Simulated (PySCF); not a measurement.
diselenium (Se2), triplet, at a GFN2-xTB geometry; PySCF with PBE/STO-3G.

PySCF was given this input:
```python
from pyscf import gto, scf, dft

mol = gto.M(
    atom='''
Se   -0.00000000   -0.00000000   -1.08303360
Se    0.00000000    0.00000000    1.08303360
''',
    basis='sto-3g',
    spin=2,
    verbose=4,
    symmetry=True,
    symmetry_subgroup='D2h',
)

mf = dft.UKS(mol)
mf.xc = 'pbe'
mf.kernel()
mf.analyze()
```

Output, abridged:

```
PySCF version 2.14.0

[INPUT] verbose = 4
[INPUT] num. atoms = 2
[INPUT] num. electrons = 68
[INPUT] charge = 0
[INPUT] spin (= nelec alpha-beta = 2S) = 2
[INPUT] symmetry True subgroup D2h
[INPUT] Mole.unit = angstrom
[INPUT] Symbol           X                Y                Z      unit          X                Y                Z       unit  Magmom
[...]
nuclear repulsion = 282.414532579377
point group symmetry = Dooh, use subgroup D2h
symmetry origin: [0. 0. 0.]
symmetry axis x: [1. 0. 0.]
symmetry axis y: [0. 1. 0.]
symmetry axis z: [0. 0. 1.]
num. orbitals of irrep Ag = 9
num. orbitals of irrep B1g = 1
num. orbitals of irrep B2g = 4
num. orbitals of irrep B3g = 4
num. orbitals of irrep Au = 1
num. orbitals of irrep B1u = 9
num. orbitals of irrep B2u = 4
num. orbitals of irrep B3u = 4
number of shells = 16
number of NR pGTOs = 108
number of NR cGTOs = 36
basis = sto-3g
ecp = {}

******** <class 'pyscf.dft.uks_symm.SymAdaptedUKS'> ********
method = SymAdaptedUKS
initial guess = minao
damping factor = 0
level_shift factor = 0
DIIS = <class 'pyscf.scf.diis.CDIIS'>
diis_start_cycle = 1
diis_space = 8
diis_damp = 0
SCF conv_tol = 1e-09
SCF conv_tol_grad = None
SCF max_cycles = 50
direct_scf = True
direct_scf_tol = 1e-13
number electrons alpha = 35  beta = 33
XC library pyscf.dft.libxc version 7.1.2
    S. Lehtola, C. Steigemann, M. J. T. Oliveira, and M. A. L. Marques,  SoftwareX 7, 1–5 (2018)
XC functionals = pbe
    J. P. Perdew, K. Burke, and M. Ernzerhof,  Phys. Rev. Lett. 77, 3865 (1996)
    J. P. Perdew, K. Burke, and M. Ernzerhof,  Phys. Rev. Lett. 78, 1396 (1997)
    J. P. Perdew, K. Burke, and M. Ernzerhof,  Phys. Rev. Lett. 77, 3865 (1996)
    J. P. Perdew, K. Burke, and M. Ernzerhof,  Phys. Rev. Lett. 78, 1396 (1997)
radial grids:
    Treutler-Ahlrichs [JCP 102, 346 (1995); DOI:10.1063/1.469408] (M4) radial grids

becke partition: Becke, JCP 88, 2547 (1988); DOI:10.1063/1.454033
pruning grids: <function nwchem_prune>
grids dens level: 3
symmetrized grids: True
atomic radii adjust function: <function treutler_atomic_radii_adjust>
small_rho_cutoff = 0
Freeze 0 electrons in irreps []
    68 free electrons in irreps Ag B1g B2g B3g Au B1u B2u B3u
Set gradient conv threshold to 3.16228e-05
tot grids = 40848
init E= -4742.95107257559

cycle= 1 E= -4748.90929226404  delta_E= -5.96  |g|= 0.133  |ddm|= 1.79
cycle= 2 E= -4748.91386910431  delta_E= -0.00458  |g|= 0.00643  |ddm|= 0.128
cycle= 3 E= -4748.91391137394  delta_E= -4.23e-05  |g|= 0.00136  |ddm|= 0.0263
cycle= 4 E= -4748.91391413182  delta_E= -2.76e-06  |g|= 1.93e-05  |ddm|= 0.00549
cycle= 5 E= -4748.91391413237  delta_E= -5.55e-10  |g|= 7.7e-07  |ddm|= 7.9e-05
Extra cycle  E= -4748.91391413237  delta_E= 3.64e-12  |g|= 5.7e-08  |ddm|= 3.81e-06
converged SCF energy = -4748.91391413237  <S^2> = 2.0002438  2S+1 = 3.0001625
**** SCF Summaries ****
Total Energy =                       -4748.913914132369428
Nuclear Repulsion Energy =             282.414532579377010
One-electron Energy =                -7213.523707151578492
Two-electron Energy =                 2182.195260439831600
Two-electron Coulomb Energy =         2357.044439526104725
DFT Exchange-Correlation Energy =     -174.849179086273068
Wave-function symmetry = B1g
alpha occupancy for each irrep:     Ag  B1g  B2g  B3g   Au  B1u  B2u  B3u
                                     9    1    4    4    1    8    4    4
beta  occupancy for each irrep:     Ag  B1g  B2g  B3g   Au  B1u  B2u  B3u
                                     9    1    3    3    1    8    4    4
**** MO energy ****
alpha MO #1 (B1u #1), energy= -446.848290724566 occ= 1
alpha MO #2 (Ag #1), energy= -446.848282491138 occ= 1
alpha MO #3 (B1u #2), energy= -55.3540736720435 occ= 1
alpha MO #4 (Ag #2), energy= -55.352753337446 occ= 1
alpha MO #5 (B1u #3), energy= -50.821167318568 occ= 1
alpha MO #6 (Ag #3), energy= -50.821118004278 occ= 1
alpha MO #7 (B2g #1), energy= -50.8186012137259 occ= 1
alpha MO #8 (B3g #1), energy= -50.8186012137259 occ= 1
alpha MO #9 (B2u #1), energy= -50.8185820608086 occ= 1
alpha MO #10 (B3u #1), energy= -50.8185820608085 occ= 1
alpha MO #11 (B1u #4), energy= -6.81762243834082 occ= 1
alpha MO #12 (Ag #4), energy= -6.81663582927742 occ= 1
alpha MO #13 (B1u #5), energy= -4.91405917049782 occ= 1
alpha MO #14 (Ag #5), energy= -4.91190787269198 occ= 1
alpha MO #15 (B2g #2), energy= -4.90031048022772 occ= 1
alpha MO #16 (B3g #2), energy= -4.90031048022772 occ= 1
alpha MO #17 (B2u #2), energy= -4.898766379047 occ= 1
alpha MO #18 (B3u #2), energy= -4.898766379047 occ= 1
alpha MO #19 (B1u #6), energy= -0.947804087328564 occ= 1
alpha MO #20 (Ag #6), energy= -0.946357912439393 occ= 1
alpha MO #21 (B2u #3), energy= -0.939918023073042 occ= 1
alpha MO #22 (B3u #3), energy= -0.939918023073023 occ= 1
alpha MO #23 (B2g #3), energy= -0.939879643003393 occ= 1
alpha MO #24 (B3g #3), energy= -0.939879643003407 occ= 1
alpha MO #25 (B1g #1), energy= -0.931878983020696 occ= 1
alpha MO #26 (Au #1), energy= -0.931878849093599 occ= 1
alpha MO #27 (Ag #7), energy= -0.931872421763815 occ= 1
alpha MO #28 (B1u #7), energy= -0.931872287836661 occ= 1
alpha MO #29 (Ag #8), energy= -0.622045133033265 occ= 1
alpha MO #30 (B1u #8), energy= -0.429780889816785 occ= 1
alpha MO #31 (Ag #9), energy= -0.24483364510557 occ= 1
alpha MO #32 (B2u #4), energy= -0.216507194151865 occ= 1
alpha MO #33 (B3u #4), energy= -0.216507194151868 occ= 1
alpha MO #34 (B2g #4), energy= -0.102364387381275 occ= 1
alpha MO #35 (B3g #4), energy= -0.102364387381275 occ= 1
alpha MO #36 (B1u #9), energy= 0.0918567064663129 occ= 0
beta  MO #1 (B1u #1), energy= -446.846960632734 occ= 1
beta  MO #2 (Ag #1), energy= -446.846952404204 occ= 1
beta  MO #3 (B1u #2), energy= -55.3529606894588 occ= 1
beta  MO #4 (Ag #2), energy= -55.3516422232608 occ= 1
beta  MO #5 (B1u #3), energy= -50.8204677055587 occ= 1
beta  MO #6 (Ag #3), energy= -50.8204184260744 occ= 1
beta  MO #7 (B2g #1), energy= -50.816738301718 occ= 1
beta  MO #8 (B3g #1), energy= -50.816738301718 occ= 1
beta  MO #9 (B2u #1), energy= -50.8167191837923 occ= 1
beta  MO #10 (B3u #1), energy= -50.8167191837923 occ= 1
beta  MO #11 (B1u #4), energy= -6.81491863518992 occ= 1
beta  MO #12 (Ag #4), energy= -6.81396013311276 occ= 1
beta  MO #13 (B1u #5), energy= -4.9125339435745 occ= 1
beta  MO #14 (Ag #5), energy= -4.91042204051791 occ= 1
beta  MO #15 (B2g #2), energy= -4.89665612486672 occ= 1
beta  MO #16 (B3g #2), energy= -4.89665612486672 occ= 1
beta  MO #17 (B2u #2), energy= -4.89515252874715 occ= 1
beta  MO #18 (B3u #2), energy= -4.89515252874716 occ= 1
beta  MO #19 (B1u #6), energy= -0.945796671907051 occ= 1
beta  MO #20 (Ag #6), energy= -0.944551545908008 occ= 1
beta  MO #21 (B2u #3), energy= -0.937664383551233 occ= 1
beta  MO #22 (B3u #3), energy= -0.937664383551224 occ= 1
beta  MO #23 (B2g #3), energy= -0.937636626245358 occ= 1
beta  MO #24 (B3g #3), energy= -0.937636626245371 occ= 1
beta  MO #25 (B1g #1), energy= -0.92829867917849 occ= 1
beta  MO #26 (Au #1), energy= -0.928298545210523 occ= 1
beta  MO #27 (Ag #7), energy= -0.928292387092791 occ= 1
beta  MO #28 (B1u #7), energy= -0.928292253124778 occ= 1
beta  MO #29 (Ag #8), energy= -0.598452810072515 occ= 1
beta  MO #30 (B1u #8), energy= -0.395235029933795 occ= 1
beta  MO #31 (Ag #9), energy= -0.226923111465589 occ= 1
beta  MO #32 (B2u #4), energy= -0.178805302782943 occ= 1
beta  MO #33 (B3u #4), energy= -0.178805302782943 occ= 1
beta  MO #34 (B2g #4), energy= -0.0596369997179419 occ= 0
beta  MO #35 (B3g #4), energy= -0.0596369997179385 occ= 0
beta  MO #36 (B1u #9), energy= 0.113820250853186 occ= 0
 ** Mulliken pop alpha/beta on meta-lowdin orthogonal AOs **
 ** Mulliken pop       alpha | beta **
[...]
In total            35.00000 | 33.00000
 ** Mulliken atomic charges   ( Nelec_alpha | Nelec_beta ) **
charge of  0Se =      0.00000  (    17.50000     16.50000 )
charge of  1Se =     -0.00000  (    17.50000     16.50000 )
Dipole moment(X, Y, Z, Debye):  0.00000,  0.00000,  0.00000
```
